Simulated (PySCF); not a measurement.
BaBr₂, SMILES [Br][Ba][Br].

Coordinates come from a B3LYP-D3(BJ)/def2-SVP optimisation. The def2 effective core potentials stand for the cores of Ba; spin–orbit coupling is left out.

Calculation: IEF-PCM-B3LYP/def2-SVP (PySCF).

The values are the electrostatic part of the solvation free energy, E(continuum) − E(gas) at the gas-phase geometry, in a cavity of scaled van der Waals radii (PySCF's table); cavitation and dispersion terms are not included. A continuum can't describe solvent molecules that bind to the metal. In vacuum the orbital gap is 4.44 eV. The dipole moment in vacuum is 6.49 D.

Computed values in water (ε = 78.36), chloroform (ε = 4.71), dimethylsulfoxide (ε = 46.83):
| solvent | ε | ΔG(elec) (kcal/mol) | dipole (D) | gap (eV) |
|---|---|---|---|---|
| water | 78.36 | -21.9 | 7.92 | 5.71 |
| chloroform | 4.71 | -15.7 | 7.52 | 5.37 |
| dimethylsulfoxide | 46.83 | -21.6 | 7.90 | 5.69 |
